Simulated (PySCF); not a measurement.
C2H10N2OSi. Atoms are numbered in the order given.

```xyz
16

C     -1.4420    -1.5135    -0.6563
C     -1.0865    -0.0804    -0.2684
N     -1.5141     0.3222     1.0886
Si     0.7613     0.3888    -0.4247
N      1.7787    -0.9623    -0.0562
O      0.8638     1.6938     0.6097
H     -1.1405    -1.7346    -1.6939
H     -2.5277    -1.7014    -0.5741
H     -0.9168    -2.2399    -0.0132
H     -1.5993     0.6130    -0.9638
H     -1.2057    -0.3773     1.7682
H     -2.5340     0.3311     1.1554
H      1.1388     0.7757    -1.8132
H      2.7081    -0.9929    -0.4651
H      1.8122    -1.3329     0.8899
H      0.0145     1.7099     1.0997
```
Charge 0, spin multiplicity 1.

Geometry optimised at r2SCAN-D4/def2-SVP. The structure was generated by enumeration; whether it is a known compound was not checked. Other conformers were not sampled.

These are PySCF with PBE/pcSseg-1 values and carry that method's errors.

GIAO shieldings, no solvent; atoms listed in one row are averaged. δ = σ(ref) − σ: ¹³C against TMS (σ = 182.0 ppm); ¹⁵N against NH3 (σ = 267.0 ppm); ²⁹Si against TMS (σ = 335.4 ppm); ¹⁷O against H2O (σ = 334.3 ppm); ¹H against TMS (σ = 31.49 ppm), references at their B3LYP-D3(BJ)/def2-TZVP geometries, non-relativistic.

Computed chemical shifts:
```csv
nucleus,atoms,count,δ (ppm)
¹³C,C2,1,43.4
¹³C,C1,1,26.8
¹⁵N,N3,1,59.1
¹⁵N,N5,1,35.6
²⁹Si,Si4,1,-20.9
¹⁷O,O6,1,78.6
¹H,H16,1,5.19
¹H,H13,1,4.97
¹H,H10,1,2.37
¹H,"H7, H8, H9",3,1.52
¹H,H14,1,1.28
¹H,H12,1,1.23
¹H,H15,1,0.43
¹H,H11,1,0.11
```
